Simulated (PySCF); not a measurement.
C6H6FP.
Numbering: `[CH3:1][c:2]1[cH:3][cH:4][cH:5][c:6]([F:7])[p:8]1` (hydrogens: H9, H10, H11 on C1; H12 on C3; H13 on C4; H14 on C5)

Computed with PySCF at PBE0/pcSseg-1, non-relativistic, on one gas-phase PBE0-D3(BJ)/def2-SVP geometry that isn't relaxed in the solvent. The solvent is an IEF-PCM continuum (Bondi radii, 1.10 Å for H, scaled by 1.2). Only the electrostatic response of the medium enters.

| run | E − E(gas) (kcal/mol) | HOMO (eV) | HOMO–LUMO gap (eV) | dipole (D) |
| --- | --- | --- | --- | --- |
| gas | 0.00 | -7.12 | 5.52 | 2.80 |
| P | -3.34 | -7.14 | 5.53 | 3.87 |
| Q | -1.47 | -7.10 | 5.52 | 3.25 |

Problem. The runs were made in benzene and dimethylsulfoxide. Which run belongs to which solvent?

Solution. P = dimethylsulfoxide, Q = benzene. The dielectric constants are 2.271 (benzene), 46.83 (dimethylsulfoxide), and the energy falls further as ε rises. In this model the ground state sees the solvent through ε alone.

Problem. How constant is the ratio of the lowering to (ε − 1)/(2ε + 1)?

Solution. 
```
          solvent  (ε − 1)/(2ε + 1)  E − E(gas) (kcal/mol)  ratio (kcal/mol)  polarisation term (kcal/mol)
          benzene             0.229                  -1.47              -6.4                         -1.59
dimethylsulfoxide             0.484                  -3.34              -6.9                         -4.06
```

The ratio changes by +8.0 % in size from benzene to dimethylsulfoxide. The polarisation term is half the interaction of the solute with the induced surface charges.

The run took 16 s wall on one thread, Arm Neoverse V2 (aarch64), shared host with 32 logical CPUs at a one-minute load of 12, and the process peaked at 0.92 GiB of memory. This is the whole shielding run at PBE0/pcSseg-1 in dimethylsulfoxide, SCF included.
